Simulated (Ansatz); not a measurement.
H8Ge3, charge -1, doublet, at a GFN2-xTB geometry (a state made from the parent by changing its charge; the spin is typed, not shown lowest) (a gas-phase anion, which may not be bound at this level); B3LYP/def2-TZVP (Ansatz, a first-principles code).

Here is a job for Ansatz.
Ansatz 0.2 input:
```yaml
crystal:
  periodic: [false, false, false]
  atoms:
    - {symbol: Ge, position_ang: [2.32137685, 0.68821490, -0.17150127]}
    - {symbol: Ge, position_ang: [0.12444571, -0.56525556, 0.18453663]}
    - {symbol: Ge, position_ang: [-2.43883140, -0.18974445, 0.00512057]}
    - {symbol: H, position_ang: [3.91269323, 0.88255014, -0.10489752]}
    - {symbol: H, position_ang: [2.19529399, 1.20419717, -1.63786851]}
    - {symbol: H, position_ang: [2.00076815, 2.07034924, 0.47139910]}
    - {symbol: H, position_ang: [0.30638396, -1.08580251, 1.70164838]}
    - {symbol: H, position_ang: [0.43371014, -2.07106244, -0.33942239]}
    - {symbol: H, position_ang: [-2.53135236, 0.35212779, -1.45867386]}
    - {symbol: H, position_ang: [-2.50480460, 1.22742464, 0.65743199]}
    - {symbol: H, position_ang: [-4.03640936, -0.44266099, 0.12939353]}
basis:
  gaussian:
    orbitals: def2-TZVP
    point_charges:
      - {charge: -1.0, position_ang: [-6.5500, -2.4321, -0.7389]}
hamiltonian:
  xc: b3lyp
total_charge: -1
magnetization: {spin_polarized: true, initial_magnetization: 1}
```

Task: What does Ansatz print? Leave out banner, timings and long lists.

Result: 
```
Functional definition: B3LYP
1381 factors; integrals over basis functions are off by at most 9.6e-4 eV
mean field evaluation 1: about -169684.7056 eV, gradient 2.8e1 eV
mean field evaluation 2: about -169684.0162 eV, gradient 3.4e1 eV
mean field evaluation 4: about -169686.8803 eV, gradient 1.4e0 eV
mean field evaluation 8: about -169686.9251 eV, gradient 4.7e-2 eV
mean field evaluation 16: about -169686.9251 eV, gradient 1.6e-4 eV
mean field -169686.92513743 eV, -6235.8794808715 hartree, gradient 3.3e-5 eV, S^2 0.758790; 0 other end points of the search recorded, 0 dependent functions left out
reference -169686.92545977 eV, -6235.8794927174 hartree; 53, 52 occupied and 139, 140 virtual orbitals, 1381 factors
Total energy: -169686.92545977 eV, -6235.8794927174 hartree
```
